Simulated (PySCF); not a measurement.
Level of theory: B3LYP-D3(BJ)/def2-TZVP in PySCF 2.14.0. All species are isolated molecules in the gas phase. One relaxed conformer stands for a flexible species; it need not be the lowest. B3LYP has the VWN-RPA correlation part, as in Gaussian. Excitations are Tamm–Dancoff values on a coarser integration grid. The basis has no diffuse functions, so Rydberg states are missing or too high.

Reference species (SMILES): `[SH][Ga]([SH])[Br]` (H–S–Ga–Br torsion 180°, Br–Ga–S–H torsion 180°) (neutral, multiplicity 1).

The S1–T1 gap (TDA) is 0.32 eV and the HOMO–LUMO gap is 5.88 eV.

Changed species: `[Br][Ga]([Br])[Br]` (0 of 3 Br replaced by SH; the reference has 2 of 3 Br replaced by SH).

What does the change do to the S1–T1 gap (TDA) and HOMO–LUMO gap?

the S1–T1 gap (TDA) stays essentially unchanged; the HOMO–LUMO gap falls by 0.14 eV, to 5.74 eV.
